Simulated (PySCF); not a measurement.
**Potential energy of SnI⁺ along the bond**

Set-up: PySCF, scalar-relativistic core potentials, basis sets Sn def2-TZVPPD with ECP28, I def2-TZVPPD with ECP28. Energies in eV from Sn⁺ + I in their ground configurations at the same level. State: ¹Σ⁺ (singlet), closed shell.

All columns are PBE. A positive dipole points towards I; it is taken about the centre of mass and depends on that origin.

| R (Å) | E (eV) | μ (D) | Mulliken charge on Sn (basis-dependent) | HOMO (eV) | LUMO (eV) | Mayer bond order | ⟨S²⟩ |
| --- | --- | --- | --- | --- | --- | --- | --- |
| 2.236 | -2.315 | -1.62 | 0.80 | -12.66 | -8.94 | 1.75 | 0.00 |
| 2.340 | -3.109 | -2.22 | 0.83 | -12.76 | -9.05 | 1.72 | 0.00 |
| 2.444 | -3.553 | -2.82 | 0.85 | -12.81 | -9.16 | 1.70 | 0.00 |
| 2.522 | -3.720 | -3.26 | 0.86 | -12.64 | -9.25 | 1.70 | 0.00 |
| 2.600 | -3.783 | -3.70 | 0.86 | -12.43 | -9.33 | 1.69 | 0.00 |
| 2.678 | -3.767 | -4.12 | 0.87 | -12.23 | -9.41 | 1.68 | 0.00 |
| 2.782 | -3.656 | -4.67 | 0.88 | -11.99 | -9.52 | 1.67 | 0.00 |
| 2.912 | -3.423 | -5.31 | 0.90 | -11.72 | -9.64 | 1.65 | 0.00 |
| 3.068 | -3.067 | -6.02 | 0.93 | -11.45 | -9.76 | 1.63 | 0.00 |
| 3.276 | -2.548 | -6.86 | 0.96 | -11.15 | -9.90 | 1.60 | 0.00 |

A fit through these points gives, at Re = 2.620 Å, μ = -3.81 D and dμ/dR = -5.50 D/Å; the reduced mass is 61.65 u.

Task: How strong is the fundamental in the double-harmonic approximation, I = 42.26·(dμ/dR)²/μred km/mol?

Result: I = 42.26·(-5.50)²/61.65 = 20.7 km/mol at PBE.

Spin–orbit coupling is left out, which matters for elements this heavy, above all for dissociation energies. For an ion De counts to the pair picked by the measured ionisation energies or electron affinities, which need not be the lowest pair at this level.
